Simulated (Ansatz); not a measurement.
Total energies of InCl2I (InICl₂) from Ansatz at PBE-D4/def2-TZVPD, gas phase (1 Eh = 27.2114 eV = 2625.5 kJ/mol). The reference geometry is relaxed at PBE0-D4/def2-SVP.

```json
{"state": "charge 0 singlet", "geometry": "reference", "energy (Eh)": "-1408.05356"}
{"state": "charge -1 doublet", "geometry": "reference", "energy (Eh)": "-1408.11335"}
{"state": "free In atom (doublet)", "geometry": "–", "energy (Eh)": "-190.11743"}
{"state": "free Cl atom (doublet)", "geometry": "–", "energy (Eh)": "-459.95933"}
{"state": "free I atom (doublet)", "geometry": "–", "energy (Eh)": "-297.66560"}
```

In the def2 sets I, In take a core potential; there is no spin–orbit coupling.

Work out the vertical electron affinity, to the doublet.

E(charge 0 singlet) − E(charge -1 doublet) = -1408.05356 − (-1408.11335) = 0.05979 Eh = 1.63 eV.

What is the binding energy per atom against free atoms?

Atoms: 1 × (-190.11743) + 2 × (-459.95933) + 1 × (-297.66560) = -1407.70169 Eh. Binding: -1407.70169 − (-1408.05356) = 0.35187 Eh = 9.57 eV, or 2.39 eV for each of 4 atoms (no zero-point energy, no counterpoise term).

At PBE-D4/def2-TZVPD the highest occupied level of the charge -1 doublet lies above zero (up to 0.59 eV). By energy differences its removal costs 1.63 eV (vertical, to the charge 0 singlet, at PBE-D4/def2-TZVPD); a positive level beside a positive removal energy at the same level points to self-interaction error.
